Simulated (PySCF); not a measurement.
# Ionising KHg

PBE; basis K def2-SVP, Hg def2-SVP with ECP60; scalar-relativistic core potentials; PySCF 2.14. Neutral (UKS): doublet (σ ↑), Re = 3.977 Å, ωe = 39.0 cm⁻¹, De = 0.08 eV, HOMO -2.53 eV, LUMO -1.86 eV.

KHg⁺ (UKS): singlet (closed shell), Re = 3.589 Å, ωe = 62.1 cm⁻¹, De = 0.19 eV to K⁺ + Hg. The energies at the minima are -753.16719 hartree for KHg and -753.00857 for KHg⁺.

Problem. Work out the adiabatic ionisation energy, without and with harmonic zero-point energies (1 hartree = 27.2114 eV, 1 eV = 8065.5 cm⁻¹), and the change of the bond length.

Solution. At PBE: 0.15862 hartree = 4.316 eV between the minima; the zero-point term (62.1 − 39.0)/2 cm⁻¹ = +0.001 eV makes it 4.318 eV. Re changes by -38.8 pm against the neutral. The electron leaves a σ orbital, and the shorter bond of the ion fits an antibonding orbital, or a change in how ionic the bond is.

Closed-shell solutions of metal pairs were not tested for spin polarisation, which can lower them a little. Weak bonds: KHg, KHg⁺. Basis-set superposition, not corrected here, can be much of De in a small basis, most of all at correlated wavefunction levels. Spin–orbit coupling is left out. For an ion De counts to the pair picked by the measured ionisation energies or electron affinities, which need not be the lowest pair at this level. States were picked by a PBE0 search and need not be the measured ground states.
